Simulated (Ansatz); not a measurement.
Pt(PH3)2 (P₂PtH₆). Charge 0, multiplicity 1. Geometry PBE0-D4/def2-SVP, basis def2-TZVP, Ansatz.

| atom | x (Å) | y (Å) | z (Å) |
| --- | --- | --- | --- |
| Pt1 | 0.000 | -0.006 | -0.003 |
| P2 | -1.329 | -0.684 | 1.669 |
| H3 | -2.620 | -0.109 | 1.824 |
| H4 | -0.901 | -0.535 | 3.017 |
| H5 | -1.726 | -2.047 | 1.754 |
| P6 | 1.329 | 0.681 | -1.670 |
| H7 | 0.951 | 0.449 | -3.021 |
| H8 | 2.659 | 0.187 | -1.767 |
| H9 | 1.638 | 2.063 | -1.803 |

```csv
run,HOMO (eV),LUMO (eV)
A,-7.87,1.28
B,-7.71,2.34
C,-5.39,-0.93
D,-5.93,-0.49
E,-6.58,0.26
F,-4.51,-1.35
```

In the def2 sets Pt takes a core potential; there is no spin–orbit coupling. HSE06 is defined as in plane-wave codes, on full-range PBE exchange.

Problem. The runs used BHLYP, HF, HSE06, PBE, r2SCAN0, ωB97X-V. Estimate which is which.

Solution. A ωB97X-V (range-separated); B HF (100 % exact exchange); C HSE06 (range-separated); D r2SCAN0 (25 % exact exchange); E BHLYP (50 % exact exchange); F PBE (0 % exact exchange). Exact exchange lowers occupied and raises empty levels; among semilocal functionals meta-GGAs tend to open the gap a little, and such runs are hard to tell apart. The gap grows from 3.17 eV (PBE) to 10.06 eV (HF).
